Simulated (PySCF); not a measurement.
Members of one series of related molecules.

All values: PBE0/pcSseg-1 (PySCF) at GFN2-xTB geometries, gas phase, one conformer each.

Task: Rank by HOMO energy, lowest first.
A. `C[SiH2][SiH2][Si@](C)(O)[SiH2]N`
B. `C[SiH2][Si@]1(O)CN[SiH2]1`
C. `O[Si@](C)([SiH2]N)[Si@H](C)OC`
D. `C[SiH2][Si@@](C)(O)[SiH2]P`

Result: D (-7.26 eV), A (-7.10 eV), C (-6.87 eV), B (-6.50 eV).

Task: Rank by HOMO–LUMO gap, lowest first.
A. `C[SiH2][Si@](C)(O)[SiH2]N`
B. `C[SiH2][Si@]1(O)CN[SiH2]1`
C. `C[SiH2][Si@@](C)(O)N[SiH2]N`
D. `[SiH2](P)[Si@@](O)(C)[SiH2]C`
E. `C[SiH2][Si@](O)([SiH3])[SiH2]N`
F. `C[Si@](O)([SiH3])[SiH2]N`

Result: B (5.79 eV), E (6.01 eV), F (6.24 eV), A (6.40 eV), D (6.55 eV), C (7.17 eV).

Task: Rank by the highest IAO charge on any atom, highest value first.
A. `C[SiH2][Si@@H](C)[SiH2]N`
B. `C[SiH2][Si@@](C)(O)C[SiH2]N`
C. `C[SiH2][Si@@](C)(O)[SiH2]P`
D. `C[SiH2][Si@@](C)(O)N[SiH2]N`
E. `C[SiH2][Si@](C)(O)[SiH2]N`
F. `CO[Si@@H](C)[Si@](C)(O)[SiH2]N`

Result: D (+1.125 e), B (+1.015 e), F (+0.823 e), C (+0.757 e), E (+0.735 e), A (+0.619 e).

All values together:

| SMILES | change | formula | μ (D) | HOMO (eV) | LUMO (eV) | lowest IAO charge (e) | highest IAO charge (e) | lowest Hirshfeld charge (e) | highest Hirshfeld charge (e) |
| --- | --- | --- | --- | --- | --- | --- | --- | --- | --- |
| C[SiH2][Si@](C)(O)[SiH2]N | parent | C2H13NOSi3 | 1.26 | -7.08 | -0.68 | -0.839 (N) | +0.735 (Si) | -0.318 (O/N) | +0.283 (Si) |
| C[SiH2][Si@](O)([SiH3])[SiH2]N | C replaced by Si | CH13NOSi4 | 1.29 | -7.18 | -1.17 | -0.846 (N) | +0.629 (Si) | -0.324 (N) | +0.279 (Si) |
| C[SiH2][SiH2][Si@](C)(O)[SiH2]N | SiH2 inserted into a C-Si bond | C2H15NOSi4 | 1.34 | -7.10 | -0.70 | -0.836 (N) | +0.755 (Si) | -0.322 (N) | +0.285 (Si) |
| C[SiH2][Si@@H](C)[SiH2]N | terminal O group replaced by H | C2H13NSi3 | 1.26 | -7.21 | -0.57 | -0.841 (N) | +0.619 (Si) | -0.312 (N) | +0.278 (Si) |
| C[Si@](O)([SiH3])[SiH2]N | terminal C group replaced by H | CH11NOSi3 | 1.22 | -7.11 | -0.87 | -0.839 (N) | +0.745 (Si) | -0.323 (N) | +0.288 (Si) |
| C[SiH2][Si@@](C)(O)N[SiH2]N | NH inserted into a Si-Si bond | C2H14N2OSi3 | 1.88 | -7.01 | 0.17 | -0.960 (N) | +1.125 (Si) | -0.341 (N) | +0.393 (Si) |
| C[Si@](O)([SiH2]N)[SiH2][SiH3] | C replaced by Si | CH13NOSi4 | 1.51 | -7.18 | -0.76 | -0.845 (N) | +0.759 (Si) | -0.318 (N) | +0.284 (Si) |
| CO[Si@@H](C)[Si@](C)(O)[SiH2]N | H on Si replaced by OCH3 | C3H15NO2Si3 | 2.62 | -6.87 | -0.67 | -0.844 (N) | +0.823 (Si) | -0.331 (N) | +0.330 (Si) |
| C[SiH2][Si@@](C)(O)C[SiH2]N | CH2 inserted into a Si-Si bond | C3H15NOSi3 | 1.22 | -7.17 | 0.19 | -0.855 (C) | +1.015 (Si) | -0.319 (N) | +0.365 (Si) |
| C[SiH2][Si@](C)(S)[SiH2]N | O replaced by S | C2H13NSSi3 | 1.74 | -6.84 | -0.52 | -0.842 (N) | +0.620 (Si) | -0.320 (N) | +0.267 (Si) |
| C[SiH2][Si@]1(O)CN[SiH2]1 | ring closed by a new N-C bond | C2H11NOSi3 | 1.36 | -6.50 | -0.72 | -0.781 (O) | +0.716 (Si) | -0.311 (O) | +0.277 (Si) |
| C[SiH2][Si@@](C)(O)[SiH2]P | N replaced by P | C2H13OPSi3 | 1.34 | -7.26 | -0.71 | -0.794 (O) | +0.757 (Si) | -0.309 (O) | +0.284 (Si) |

Conformers: `[CH3:1][SiH2:2][Si@:3]([CH3:4])([OH:5])[SiH2:6][NH2:7]` with C1–Si2–Si3–C4 -73°, Si2–Si3–O5–H 169°, Si2–Si3–Si6–N7 3°, Si3–Si6–N7–H -174° and 49°; `[CH3:1][SiH2:2][Si@:3]([OH:4])([SiH3:5])[SiH2:6][NH2:7]` with C1–Si2–Si3–O4 -67°, Si2–Si3–O4–H -64°, Si2–Si3–Si6–N7 64°, Si3–Si6–N7–H -52° and 172°; `[CH3:1][SiH2:2][SiH2:3][Si@:4]([CH3:5])([OH:6])[SiH2:7][NH2:8]` with C1–Si2–Si3–Si4 -58°, Si2–Si3–Si4–C5 161°, Si3–Si4–O6–H 177°, Si3–Si4–Si7–N8 57°, Si4–Si7–N8–H -43° and 179°; `[CH3:1][SiH2:2][Si@@H:3]([CH3:4])[SiH2:5][NH2:6]` with C1–Si2–Si3–C4 -159°, Si2–Si3–Si5–N6 45°, Si3–Si5–N6–H 53° and -171°; `[CH3:1][Si@:2]([OH:3])([SiH3:4])[SiH2:5][NH2:6]` with C1–Si2–O3–H 54°, C1–Si2–Si5–N6 93°, Si2–Si5–N6–H 49° and -173°; `[CH3:1][SiH2:2][Si@@:3]([CH3:4])([OH:5])[NH:6][SiH2:7][NH2:8]` with C1–Si2–Si3–C4 -6°, Si2–Si3–O5–H 81°, Si2–Si3–N6–Si7 -155°, Si3–N6–Si7–N8 -177°, N6–Si7–N8–H 177° and -50°; `[CH3:1][Si@:2]([OH:3])([SiH2:4][NH2:5])[SiH2:6][SiH3:7]` with C1–Si2–O3–H 56°, C1–Si2–Si4–N5 -86°, Si2–Si4–N5–H 53° and -171°, C1–Si2–Si6–Si7 72°; `[CH3:1][O:2][Si@@H:3]([CH3:4])[Si@:5]([CH3:6])([OH:7])[SiH2:8][NH2:9]` with C1–O2–Si3–C4 50°, O2–Si3–Si5–C6 -139°, Si3–Si5–O7–H -73°, Si3–Si5–Si8–N9 40°, Si5–Si8–N9–H -41° and -177°; `[CH3:1][SiH2:2][Si@@:3]([CH3:4])([OH:5])[CH2:6][SiH2:7][NH2:8]` with C1–Si2–Si3–C4 -44°, Si2–Si3–O5–H 177°, Si2–Si3–C6–Si7 -49°, Si3–C6–Si7–N8 79°, C6–Si7–N8–H 179° and -44°; `[CH3:1][SiH2:2][Si@:3]([CH3:4])([SH:5])[SiH2:6][NH2:7]` with C1–Si2–Si3–C4 -68°, Si2–Si3–S5–H 152°, Si2–Si3–Si6–N7 61°, Si3–Si6–N7–H -173° and 48°; `[CH3:1][SiH2:2][Si@:3]1([OH:4])[CH2:5][NH:6][SiH2:7]1` with C1–Si2–Si3–O4 -174°, Si2–Si3–O4–H -169°; `[CH3:1][SiH2:2][Si@@:3]([CH3:4])([OH:5])[SiH2:6][PH2:7]` with C1–Si2–Si3–C4 -137°, Si2–Si3–O5–H -168°, Si2–Si3–Si6–P7 82°, Si3–Si6–P7–H -57° and -150°.

Task: Give the shifts from the parent, `C[SiH2][Si@](C)(O)[SiH2]N`.

Result: 
| SMILES | change in μ (D) | change in HOMO (eV) | change in LUMO (eV) |
| --- | --- | --- | --- |
| C[SiH2][Si@](O)([SiH3])[SiH2]N | +0.03 | -0.10 | -0.49 |
| C[SiH2][SiH2][Si@](C)(O)[SiH2]N | +0.08 | -0.02 | -0.02 |
| C[SiH2][Si@@H](C)[SiH2]N | 0.00 | -0.13 | +0.11 |
| C[Si@](O)([SiH3])[SiH2]N | -0.04 | -0.03 | -0.19 |
| C[SiH2][Si@@](C)(O)N[SiH2]N | +0.62 | +0.07 | +0.85 |
| C[Si@](O)([SiH2]N)[SiH2][SiH3] | +0.25 | -0.10 | -0.08 |
| CO[Si@@H](C)[Si@](C)(O)[SiH2]N | +1.36 | +0.21 | +0.01 |
| C[SiH2][Si@@](C)(O)C[SiH2]N | -0.04 | -0.09 | +0.87 |
| C[SiH2][Si@](C)(S)[SiH2]N | +0.48 | +0.24 | +0.16 |
| C[SiH2][Si@]1(O)CN[SiH2]1 | +0.10 | +0.58 | -0.04 |
| C[SiH2][Si@@](C)(O)[SiH2]P | +0.08 | -0.18 | -0.03 |
